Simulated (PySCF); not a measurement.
Computed IR spectrum (relative IR intensity) of a molecule C3H7BF2O. Geometry optimised at B3LYP-D3(BJ)/def2-SVP. The values are those of a single conformer. Calculation: B3LYP-D3(BJ)/def2-SVP run with PySCF. Frequencies are harmonic and unscaled.

ν (cm⁻¹): 371 (vw), 447 (vw), 536 (w), 656 (w), 773 (vw), 884 (vw), 1003 (w), 1048 (w), 1100 (vw), 1174 (m), 1176 (w), 1213 (s), 1244 (w), 1327 (m), 1381 (w), 1415 (m), 1439 (vs), 1455 (vw), 1463 (w), 1478 (w), 1494 (w), 2908 (m), 2964 (m), 3026 (w), 3037 (w), 3119 (w), 3122 (w), 3128 (w) (against the strongest line: vs over 80 %, s over 45 %, m over 15 %, w over 4 %, vw less)

Problem. Identify the compound among the candidates.
(A) C[C@@H](O)B(F)CF
(B) CCOB(F)CF
(C) CC[C@H](O)B(F)F
(D) CO[C@H](C)B(F)F

Solution. D, CO[C@H](C)B(F)F
